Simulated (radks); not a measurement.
Values are calculated unless marked as measured or tabulated.
Spin polarisation of the 2p1 shell in O3+. Start: [He] 2s2 2p(up 0.5, down 0.5); electrons of 2p are moved from spin down to spin up, other shells keep equal spins. Code: a radial shooting solver on a logarithmic mesh with Libxc functionals. Model: scalar-relativistic Kohn-Sham, PBEsol, spin-polarised, spherical densities, finite nucleus; Fermi nuclear charge, rms radius of each element as measured or else 0.836 A^(1/3) + 0.57 fm.

moment (Bohr magnetons)	E - E(0) (eV)	e(2p up) (eV)	e(2p down) (eV)	2s down minus up (eV)	1s down minus up (eV)
0	0.000	-64.759	-64.759	0.000	0.000
0.25	-0.048	-65.132	-64.360	0.717	0.285
0.5	-0.193	-65.481	-63.933	1.438	0.569
0.75	-0.435	-65.807	-63.477	2.167	0.855
1	-0.776	-66.111	-62.990	2.906	1.142

At moment 1 the spin-polarisation energy is -0.776 eV and the 2p exchange splitting 3.121 eV, that is 3.121 eV per Bohr magneton; E = -I m^2/4 would give I = 3.104 eV.
